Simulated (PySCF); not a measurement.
**TDDFT excited states: C7H13B**

C7H13B.
SMILES: `BC(=C)C(=C)CCC`

Method used: PySCF, TDDFT B3LYP/def2-SVPD, vertical, gas phase, core orbitals frozen in the response. The structure is a single PBE0-D3(BJ)/def2-SVP conformer in the gas phase; no vibrational or solvent corrections. Torsions of this conformer, `[BH2:1][C:2](=[CH2:3])[C:4](=[CH2:5])[CH2:6][CH2:7][CH3:8]`: B1–C2–C4–C5 16°, C2–C4–C6–C7 73°, C4–C6–C7–C8 -179°.

**Question.** What does the calculation give for the low-lying excited states?

**Answer.** 

```tsv
state	E (eV)	E (hartree)	f	main configurations (H = HOMO, L = LUMO)
S1	4.00	0.1471	0.043	H→L (91%)
S2	5.14	0.1888	0.0013	H-2→L (50%), H-1→L (45%)
S3	5.32	0.1954	0.012	H-3→L (40%), H-1→L (26%), H-2→L (16%)
S4	5.63	0.2069	0.250	H→L+1 (77%)
S5	5.99	0.2200	0.100	H-3→L (48%), H-2→L (21%), H-1→L (19%)
S6	6.33	0.2327	0.019	H→L+2 (85%)
```

The lowest singlet comes at 310 nm (386 kJ/mol) in the ultraviolet; it is of moderate strength; its leading configuration is HOMO→LUMO (91%). The strongest level in the table is S4 at 5.63 eV (220 nm, f = 0.250). Löwdin shares by element: HOMO carbon 81% or more (atoms not listed hold the other 19%); LUMO carbon 44% or more, boron 34%, hydrogen 5% or more (atoms not listed hold the other 17%). The oscillator strengths of these states sum to 0.425; summed over the whole spectrum of an exact calculation they would give the number of electrons, 60 (Thomas–Reiche–Kuhn). Of the 6 states listed, 5 reach f = 0.01 and none stays under 0.0005. The listed states span 2.33 eV, and the widest gap between neighbours is 1.13 eV (S1 to S2). Only the lowest 6 singlets were computed, as vertical energies without vibronic structure.
